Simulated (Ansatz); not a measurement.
A structure relaxed at PBE0-D4/def2-TZVP, charge 0, multiplicity 1:

```xyz
14

Al   -1.409    1.187    1.982
C    -0.398    0.337    0.561
C    -1.036   -0.189   -0.570
C    -0.318   -0.798   -1.588
C     1.063   -0.896   -1.495
C     1.722   -0.384   -0.386
C     0.996    0.224    0.627
H    -2.990    1.286    1.856
H    -0.638    1.767    3.244
H    -2.117   -0.121   -0.659
H    -0.833   -1.198   -2.455
H     1.627   -1.372   -2.290
H     2.801   -0.460   -0.314
H     1.529    0.619    1.488
```

Q: Give its formula and SMILES.

A: C6H7Al, `[AlH2][c]1ccccc1`.

Q: Point group (tolerance 0.08 Å, 0.16 Å for H)?

A: C2v.

Q: Summarise the bond lengths by kind.

A: 1 × Al–C 1.940 Å; 2 × Al–H 1.588 Å; 6 × C–C 1.387 to 1.401 Å; 5 × C–H 1.084 to 1.087 Å.

All numbers were calculated with Ansatz.
